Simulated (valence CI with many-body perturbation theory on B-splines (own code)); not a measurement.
**Sn+: calculated level list**

Method: valence CI with perturbative core correlation (CI+MBPT): three valence electrons over a frozen Dirac-Fock core [Kr] 4d10, radial functions for each j: 9 s, 9 p, 8 d, 6 f, 3 g, 1 h, with the one-electron correlation potential Σ1 (screened to all orders), the two-electron term Σ2, the three-electron term Σ3, Breit, model QED; selected single and double excitations, second order for the rest, scaled by the run's own slope (own B-spline code, finite nucleus).

Set against measurement, 15 paired levels are off by 137 cm⁻¹ on average, the worst by 394. These come from a selection out of the NIST Handbook of Basic Atomic Spectroscopic Data. Levels without a partner in it may be off by more.

Levels 1 to 23 of 23, with energies above the lowest level, 5s²5p ²P°_1/2. "Leading %" is the weight of the configuration and term that name the level; weights of strongly mixed levels are sums over their largest components and can fall short, so below about 35 % the name and the second component can differ from the true leading terms, or belong to a minority configuration. Lifetimes count E1, E2, E3, M1 and M2 decay at the calculated energies, and are blank where another channel may lead or the interval is too uncertain; long ones can be off by a factor of two.

```
No.  Configuration  Term    J  E (cm⁻¹)  Leading %      g  Lifetime
  1          5s²5p   ²P°  1/2       0.0         96  0.666          
  2          5s²5p   ²P°  3/2      4248         96  1.334    1.44 s
  3          5s5p²    ⁴P  1/2     46071         96  2.660    309 ns
  4          5s5p²    ⁴P  3/2     47976         97  1.731   2.61 μs
  5          5s5p²    ⁴P  5/2     50345         94  1.586   1.74 μs
  6          5s²6s    ²S  1/2     57082         94  2.002   1.17 ns
  7          5s5p²    ²D  3/2     58602         54  0.805   39.9 ns
  8          5s5p²    ²D  5/2     59233         50  1.214   26.7 ns
  9          5s²5d    ²D  3/2     71432         54  0.808    435 ps
 10          5s²6p   ²P°  1/2     71518         94  0.666   13.1 ns
 11          5s²5d    ²D  5/2     72074         53  1.202    490 ps
 12          5s²6p   ²P°  3/2     72389         94  1.334   11.3 ns
 13          5s5p²    ²S  1/2     75812         58  1.501    502 ps
 14          5s5p²    ²P  1/2     80443         58  1.179    387 ps
 15          5s5p²    ²P  3/2     81919         92  1.323    284 ps
 16          5s²7s    ²S  1/2     85971         94  2.000   2.13 ns
 17          4f5s²   ²F°  7/2     89331         94  1.143   4.05 ns
 18          4f5s²   ²F°  5/2     89337         94  0.857   4.03 ns
 19          5s²6d    ²D  3/2     90224         93  0.800   1.40 ns
 20          5s²6d    ²D  5/2     90336         93  1.200   1.53 ns
 21          5s²7p   ²P°  1/2     91616         94  0.666   36.8 ns
 22          5s²7p   ²P°  3/2     91972         94  1.334   33.1 ns
 23          5s²8s    ²S  1/2     98162         95  2.002   4.46 ns
```

Names give the largest LS component (configuration and term), which can be under half, so a name can repeat, a term be missing and a line seem to break the LS rules; names also repeat where a configuration has a term twice.

The ionisation energy to 5s² ¹S0 of the next ion comes out as 14.617 eV (NIST: 14.6331 eV (measured)). All 23 levels together are meant to be complete up to 98765 cm⁻¹.
